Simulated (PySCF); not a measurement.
A GIAO shielding run with PySCF 2.14 (density fitting, non-relativistic, gas phase) on `CC[C@@H]1[SiH2]C=C[SiH2][C@@H]1F`, C6H13FSi2:

```
$ OMP_NUM_THREADS=1 python probes_run.py task.json out

{"job": {"kind": "nmr", "xc": "PBE0", "basis": "pcSseg-1"}, "charge": 0, "multiplicity": 1}
C     -2.579692     0.455056     0.756854
C     -1.297040     0.736659    -0.014159
C     -0.636944    -0.535577    -0.555124
Si     0.240383    -1.575329     0.782156
C      1.754190    -0.607135     1.351044
C      2.352677     0.352574     0.644537
Si     1.814917     0.953163    -1.057371
C      0.386303    -0.192362    -1.631225
F     -0.261165     0.415483    -2.714010
H     -2.383908    -0.160246     1.631477
H     -3.034273     1.386468     1.087613
H     -3.295217    -0.066978     0.124570
H     -1.535080     1.390805    -0.857621
H     -0.592751     1.271300     0.629602
H     -1.422648    -1.136352    -1.029513
H      0.663685    -2.858710     0.201898
H     -0.632280    -1.836400     1.931982
H      2.160314    -0.868189     2.323547
H      3.221747     0.847328     1.066917
H      2.920782     0.825900    -2.015237
H      1.353147     2.343639    -1.007778
H      0.792443    -1.121711    -2.051793
```

Hardware: 1 thread of an Arm Neoverse V1, shared host. The job also computes population analyses, field gradients, ring-centre shieldings.

Question: How large is the calculation?

Answer: 86 electrons, 232 basis functions and 1247 auxiliary functions.

Question: How long does it take, and how much memory does it need?

Answer: 74 s of wall time, with 13 SCF cycles and 5 response iterations; peak memory 1.1 GiB. Times on a shared host scatter by some tens of per cent.
